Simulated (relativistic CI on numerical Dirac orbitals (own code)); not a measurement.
Method of calculation: Dirac-Coulomb-Breit CI, separate exchange-only KLI orbitals for each configuration, a model potential for QED, unscaled Slater integrals (own radial code, finite nucleus).

CI space (outside the closed core 1s2): 2s2.2p5, 2s.2p6, 2p6.3s, 2p6.3p, 2p6.3d, 2s2.2p4.3s, 2s2.2p4.3p, 2s2.2p4.3d, 2s.2p5.3s, 2s.2p5.3p, 2s.2p5.3d, 2s2.2p4.4s, 2s2.2p4.4p, 2s2.2p4.4d, 2s2.2p4.4f, 2s.2p5.4s, 2s.2p5.4p, 2s2.2p3.3s2, 2s.2p5.4d, 2s.2p5.4f, 2s2.2p3.3s.3p, 2s2.2p4.5s, 2s2.2p4.5p, 2s2.2p4.5d, 2s2.2p4.5f, 2s2.2p4.5g, 2s2.2p3.3s.3d, 2s2.2p3.3p2, 2s2.2p3.3p.3d, 2s.2p4.3s2, 2s2.2p3.3d2, 2s.2p4.3s.3p, 2s.2p4.3s.3d, 2s.2p4.3p2, 2s.2p5.5s, 2s.2p5.5p. Levels of other configurations are missing.

At this charge energies of transitions that change n are usually good to better than 1 %, and those within a shell (Δn = 0) to a few per cent.

Outline of the computed level scheme of Xe XLVI. Lowest level of each configuration: 2s2.2p5 2P°_3/2 at 0.00 eV; 2s.2p6 2S_1/2 at 641.42 eV; 2s2.2p4.3s 4P_5/2 at 4320.13 eV; 2s2.2p4.3p 4P°_3/2 at 4406.03 eV; 2s2.2p4.3d 4D_3/2 at 4597.31 eV; 2s.2p5.3s 4P°_5/2 at 4920.62 eV.

Some strong electric-dipole decays among the lowest 45 levels: 2s2.2p4.3d 2D_5/2 → 2s2.2p5 2P°_3/2 (3.9e+14 s⁻¹); 2s2.2p4.3d 2D_3/2 → 2s2.2p5 2P°_3/2 (3.1e+14 s⁻¹); 2s2.2p4.3d 2P_1/2 → 2s2.2p5 2P°_3/2 (2.3e+14 s⁻¹); 2s2.2p4.3d 2D_5/2 → 2s2.2p5 2P°_3/2 (2.2e+14 s⁻¹); 2s2.2p4.3d 4F_5/2 → 2s2.2p5 2P°_3/2 (1.3e+14 s⁻¹); 2s2.2p4.3d 2D_3/2 → 2s2.2p5 2P°_3/2 (8.8e+13 s⁻¹); 2s2.2p4.3s 4P_3/2 → 2s2.2p5 2P°_3/2 (8.4e+13 s⁻¹); 2s2.2p4.3s 2D_5/2 → 2s2.2p5 2P°_3/2 (6.3e+13 s⁻¹).

LS names give the leading component of a level, which can be under half, so a name can repeat, a term be missing and a line seem to break the LS rules.
